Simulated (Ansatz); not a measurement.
Basis-set extrapolation for `COC(F)(F)[SiH3]` (PBE0-D4/def2-TZVP geometry, frozen core, Ansatz 0.2.0). Multiplicity 1, RHF reference.

```json
{"": "HF", "def2-TZVPP": "-642.051400", "def2-QZVPP": "-642.076061"}
{"": "MP2 correlation", "def2-TZVPP": "-1.192792", "def2-QZVPP": "-1.291923"}
{"": "CCSD(T) correlation", "def2-TZVPP": "-1.275345", "def2-QZVPP": "not run"}
```

Energies in hartree. Use E(X) = E(∞) + A·exp(−7.88·√X) for Hartree–Fock and E(X) = E(∞) + B·X^(−2.97) for correlation, with X = 3 and 4, and add CCSD(T) minus MP2 of the smaller set to the MP2 limit.

Task: What is the CCSD(T) energy at the basis-set limit?

Result: HF limit: -642.076061 + (-0.024661) × 0.13774 = -642.07946. MP2 limit: -1.291923 + (-0.099131) × 0.74074 = -1.36535. Higher-order term: -1.275345 − (-1.192792) = -0.08255. Total: -643.52736 hartree, 526.7 kJ/mol below CCSD(T)/def2-TZVPP.
